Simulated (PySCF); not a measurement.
# Excitation energy of S by level of theory

S [Ne] 3s2 3p4 (3P) → S [Ne] 3s1 3p4 3d1 (high-spin determinant), as a difference of total energies. Computed with PySCF 2.14 in aug-cc-pwCVTZ (8s7p5d3f, 75 functions), with no relativity, point nucleus. Correlated levels: valence: [Ne] frozen; valence and next inner shell: 1s2 frozen; nothing frozen. The calculations carry no spin-orbit coupling.

| method | excitation energy (eV) |
| --- | --- |
| UHF | 18.323 |
| LDA | 18.844 |
| PBE | 18.603 |
| PBE0 | 18.810 |
| r2SCAN | 18.395 |
| BHandHLYP | 19.335 |
| MN15 | 18.589 |
| M06-2X | 19.225 |
| B3LYP | 19.036 |
| MP2 (valence) | 18.845 |
| SCS-MP2 (valence) | 19.035 |
| MP2 (valence and next inner shell) | 18.954 |
| SCS-MP2 (valence and next inner shell) | 19.113 |
| MP2 (all electrons) | 18.949 |
| SCS-MP2 (all electrons) | 19.109 |

How much does correlation contribute at MP2 (all electrons)?

18.949 − (18.323) = 0.626 eV, measured against UHF.

The upper state lies above the first ionisation limit, where it may autoionise and the basis confines it.

The promoted electron is Rydberg-like, and one or two diffuse shells describe it only roughly, which tends to raise the upper state.

In the upper state the promoted electron has a positive orbital energy at LDA, PBE, PBE0, r2SCAN, MN15, B3LYP, so the basis confines it.

The determinant of the upper state mixes LS terms, which raises its energy above the lowest term, most at the Hartree-Fock and MP2 levels.
